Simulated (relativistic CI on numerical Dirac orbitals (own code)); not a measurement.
# Electric-dipole transitions in Pr LVIII

These numbers are calculated, not measured: Dirac-Coulomb-Breit CI, KLI orbitals optimised for each configuration, model QED, unscaled Slater integrals (own radial code, finite nucleus).

Configuration list: 1s2, 1s 2s, 1s 2p, 1s 3s, 1s 3p, 1s 3d, 1s 4s, 1s 4p, 1s 4d, 1s 4f, 1s 5s, 1s 5p, 1s 5d, 1s 5f, 1s 5g, 1s 6s, 1s 6p, 1s 6d, 2s2. Levels of other configurations are missing.

```
λ vac (nm)             Lower             Upper   A (s⁻¹)        gf  Branching (%)
   0.03351      1s2 1S_0 [1]   1s 2p 1P°_1 [7]  9.56e+15  4.83e-01          100.0
   0.03407      1s2 1S_0 [1]   1s 2p 3P°_1 [3]  4.54e+15  2.37e-01          100.0
   0.13364   1s 2p 3P°_1 [3]   1s 4d 3D_2 [23]  2.20e+14  2.94e-01           63.1
   0.14208   1s 2p 3P°_2 [6]   1s 4d 3D_3 [26]  2.35e+14  4.99e-01           74.7
   0.14270   1s 2p 1P°_1 [7]   1s 4d 1D_2 [29]  2.11e+14  3.21e-01           64.3
   0.17480    1s 2s 3S_1 [2]  1s 3p 3P°_2 [12]  2.36e+14  5.40e-01           98.7
   0.17668   1s 2p 3P°_1 [3]   1s 3d 3D_1 [14]  2.29e+14  3.21e-01           29.2
   0.17673   1s 2p 3P°_1 [3]   1s 3d 3D_2 [13]  6.54e+14  1.53e+00           81.8
   0.17697   1s 2p 3P°_0 [4]   1s 3d 3D_1 [14]  4.39e+14  6.19e-01           56.1
   0.17911    1s 2s 3S_1 [2]   1s 3p 3P°_1 [9]  1.99e+14  2.88e-01           13.7
   0.19091   1s 2p 3P°_2 [6]   1s 3d 3D_3 [16]  7.30e+14  2.79e+00           99.6
   0.19201   1s 2p 1P°_1 [7]   1s 3d 1D_2 [17]  6.53e+14  1.80e+00           86.9
   0.19246   1s 2p 3P°_2 [6]   1s 3d 3D_2 [13]  1.09e+14  3.04e-01           13.7
   0.37232  1s 3p 3P°_2 [12]   1s 5d 3D_3 [40]  3.88e+13  5.65e-01           23.7
   0.37330   1s 3d 3D_2 [13]  1s 5f 3F°_3 [41]  4.98e+13  7.28e-01           59.1
   0.37351   1s 3d 3D_1 [14]  1s 5f 3F°_2 [42]  4.48e+13  4.69e-01           53.2
   0.37864   1s 3d 3D_3 [16]  1s 5f 3F°_4 [44]  5.15e+13  9.96e-01           62.5
   0.37882   1s 3d 1D_2 [17]  1s 5f 1F°_3 [47]  4.90e+13  7.38e-01           59.5
   0.50373    1s 3s 3S_1 [8]  1s 4p 3P°_2 [22]  3.01e+13  5.72e-01           21.0
   0.50780   1s 3p 3P°_1 [9]   1s 4d 3D_2 [23]  6.50e+13  1.26e+00           18.6
   0.50826  1s 3p 3P°_0 [11]   1s 4d 3D_1 [24]  4.36e+13  5.07e-01           12.9
   0.51882    1s 3s 3S_1 [8]  1s 4p 3P°_1 [19]  2.65e+13  3.20e-01            4.2
   0.54064  1s 3p 3P°_2 [12]   1s 4d 3D_3 [26]  7.92e+13  2.43e+00           25.1
   0.54269   1s 3d 3D_2 [13]  1s 4f 3F°_3 [27]  1.49e+14  4.60e+00           92.0
   0.54307   1s 3d 3D_1 [14]  1s 4f 3F°_2 [28]  1.34e+14  2.96e+00           82.8
   0.54312  1s 3p 1P°_1 [15]   1s 4d 1D_2 [29]  7.15e+13  1.58e+00           21.8
   0.55272   1s 3d 3D_3 [16]  1s 4f 3F°_4 [30]  1.56e+14  6.42e+00           98.4
   0.55307   1s 3d 1D_2 [17]  1s 4f 1F°_3 [31]  1.48e+14  4.76e+00           93.7
    1.0967   1s 4s 3S_1 [18]  1s 5p 3P°_2 [36]  6.91e+12  6.23e-01            8.2
    1.1042  1s 4p 3P°_1 [19]   1s 5d 3D_2 [37]  1.29e+13  1.18e+00            7.1
    1.1668  1s 4p 3P°_2 [22]   1s 5d 3D_3 [40]  1.65e+13  2.36e+00           10.1
    1.1708   1s 4d 3D_2 [23]  1s 5f 3F°_3 [41]  2.75e+13  3.96e+00           32.7
    1.1714   1s 4d 3D_1 [24]  1s 5f 3F°_2 [42]  2.48e+13  2.55e+00           29.4
    1.1715  1s 4p 1P°_1 [25]   1s 5d 1D_2 [43]  1.49e+13  1.54e+00            8.7
    1.1894   1s 4d 3D_3 [26]  1s 5f 3F°_4 [44]  2.93e+13  5.59e+00           35.5
    1.1896  1s 4f 3F°_3 [27]   1s 5g 3G_4 [45]  4.69e+13  8.95e+00           95.6
    1.1899  1s 4f 3F°_2 [28]   1s 5g 3G_3 [46]  4.46e+13  6.63e+00           91.0
    1.1901   1s 4d 1D_2 [29]  1s 5f 1F°_3 [47]  2.79e+13  4.14e+00           33.9
    1.1983  1s 4f 3F°_4 [30]   1s 5g 3G_5 [48]  4.81e+13  1.14e+01           99.0
    1.1986  1s 4f 1F°_3 [31]   1s 5g 1G_4 [49]  4.68e+13  9.07e+00           96.3
    1.8796    1s 2s 3S_1 [2]   1s 2p 3P°_2 [6]  7.57e+11  2.01e-01           12.6
    2.0431  1s 5p 3P°_1 [33]   1s 6d 3D_2 [55]  3.73e+12  1.17e+00            3.5
    2.1492  1s 5p 3P°_2 [36]   1s 6d 3D_3 [58]  4.92e+12  2.39e+00            5.1
    2.1572  1s 5p 1P°_1 [39]   1s 6d 1D_2 [59]  4.48e+12  1.56e+00            4.5
    6.3934    1s 3s 3S_1 [8]  1s 3p 3P°_2 [12]  1.17e+11  3.59e-01            0.0
```

Terms are leading LS components. Brackets give the number of a level in order of energy, since labels repeat. The list gives strong lines, with weight on those to low levels, without lines whose two gauges differ by over a factor of 2.5, among the lowest 59 of 60 levels, so that lines to higher ones, which can be the strongest, are missing. Levels whose partners in the same complex of configurations lie outside the list can be far off, and so can their lines. Rates are taken at the computed energies, electric ones in the length gauge.

At this charge energies of transitions that change n are usually good to better than 1 %, and those within a shell (Δn = 0) to a few per cent.

LS names give the leading component of a level, which can be under half, so a name can repeat, a term be missing and a line seem to break the LS rules.
